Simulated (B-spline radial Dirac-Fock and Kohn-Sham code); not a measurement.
The computed values come from a radial finite-basis atomic code: independent-particle photoionisation in a Dirac-Hartree-Slater potential with a Latter tail, all multipoles, thresholds from Dirac-Fock ΔSCF. Kinetic energies are from the vacuum level. Open shells are spread statistically over j, without multiplet splitting. Without correlation, outer binding energies are uncertain by a few eV, most for open f shells.

Question: A free atom or ion in its tabulated ground configuration is ionised with 3000 eV photons and gives these photoelectron lines. Identify it and assign the lines.

| kinetic energy (eV) | relative cross section |
| --- | --- |
| 239.8 | 19.8 |
| 552.8 | 47.0 |
| 974.7 | 71.3 |
| 1041.3 | 100.0 |
| 2293.9 | 4.5 |
| 2400.5 | 5.6 |
| 2473.6 | 11.6 |
| 2648.8 | 10.9 |
| 2662.3 | 15.2 |
| 2841.3 | 0.91 |
| 2877.3 | 0.96 |
| 2884.5 | 3.1 |
| 2886.9 | 3.8 |
| 2889.0 | 1.9 |
| 2933.5 | 0.24 |
| 2934.7 | 0.33 |

Answer: Re⁵⁺, [Xe] 4f14 5d2. Binding energies are hν less the kinetic energy: 3p1/2 2760.2 eV, 3p3/2 2447.2 eV, 3d3/2 2025.3 eV, 3d5/2 1958.7 eV, 4s 706.1 eV, 4p1/2 599.5 eV, 4p3/2 526.4 eV, 4d3/2 351.2 eV, 4d5/2 337.7 eV, 5s 158.7 eV, 5p1/2 122.7 eV, 4f5/2 115.5 eV, 4f7/2 113.1 eV, 5p3/2 111.0 eV, 5d3/2 66.46 eV, 5d5/2 65.25 eV.

Question: A free atom or ion in its tabulated ground configuration is ionised with Ga Kα (9251.7 eV) photons and gives these photoelectron lines. Identify it and assign the lines.

```
kinetic energy (eV)  relative cross section
             6133.9                    46.6
             6394.4                    58.0
             6728.5                   100.0
             7159.2                    50.1
             7230.2                    65.7
             8528.3                    12.3
             8638.0                    13.5
             8716.6                    22.6
             8896.8                    10.0
             8911.3                    13.1
             9100.6                     2.4
             9137.4                     2.3
             9141.0                    0.84
             9143.7                     1.0
             9150.2                     3.7
             9197.1                    0.43
             9198.4                    0.55
```

Answer: Os⁴⁺, [Xe] 4f14 5d4. Binding energies are hν less the kinetic energy: 3s 3117.8 eV, 3p1/2 2857.3 eV, 3p3/2 2523.2 eV, 3d3/2 2092.5 eV, 3d5/2 2021.5 eV, 4s 723.4 eV, 4p1/2 613.7 eV, 4p3/2 535.1 eV, 4d3/2 354.9 eV, 4d5/2 340.4 eV, 5s 151.1 eV, 5p1/2 114.3 eV, 4f5/2 110.7 eV, 4f7/2 108.0 eV, 5p3/2 101.5 eV, 5d3/2 54.62 eV, 5d5/2 53.32 eV.
